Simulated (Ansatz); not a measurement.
| atom | x (Å) | y (Å) | z (Å) |
| --- | --- | --- | --- |
| C | 1.6249 | 0.0000 | 0.0000 |
| C | 1.0131 | 1.2704 | 0.0000 |
| C | -0.3616 | 1.5841 | 0.0000 |
| C | -1.4640 | 0.7050 | 0.0000 |
| C | -1.4640 | -0.7050 | 0.0000 |
| C | -0.3616 | -1.5841 | 0.0000 |
| C | 1.0131 | -1.2704 | 0.0000 |
| C | 3.0349 | 0.0000 | 0.0000 |
| H | 3.5849 | 0.9300 | 0.0000 |
| H | 3.5849 | -0.9300 | 0.0000 |
| H | 1.6896 | 2.1187 | 0.0000 |
| H | -0.6030 | 2.6419 | 0.0000 |
| H | -2.4415 | 1.1758 | 0.0000 |
| H | -2.4415 | -1.1758 | 0.0000 |
| H | -0.6030 | -2.6419 | 0.0000 |
| H | 1.6896 | -2.1187 | 0.0000 |

Basis set: def2-SVP. Charge 0. Computed with Ansatz (development build ahead of 0.2.0); the lowest solution found for each multiplicity.

(1) How do the multiplicities compare at this shape? Give, from the lowest of each method, PBE0 (restricted) for 1, 3; PBE0 (unrestricted) for 1, 3; HF (unrestricted) for 1, 3; HF (restricted) for 1, 3.

Answers

(1)

```tsv
method	multiplicity	E (eV)	<S²>
PBE0, restricted	1	0.000	0.00
PBE0, restricted	3	0.957	2.00
PBE0, unrestricted	1	0.000	0.00
PBE0, unrestricted	3	0.776	2.05
HF, unrestricted	1	0.000	1.35
HF, unrestricted	3	0.365	2.53
HF, restricted	1	0.000	0.00
HF, restricted	3	0.594	2.00
```

Caution for HF, unrestricted: the unrestricted determinant is a mixture of spin states. Caution for HF, restricted: an unrestricted determinant lies well below.
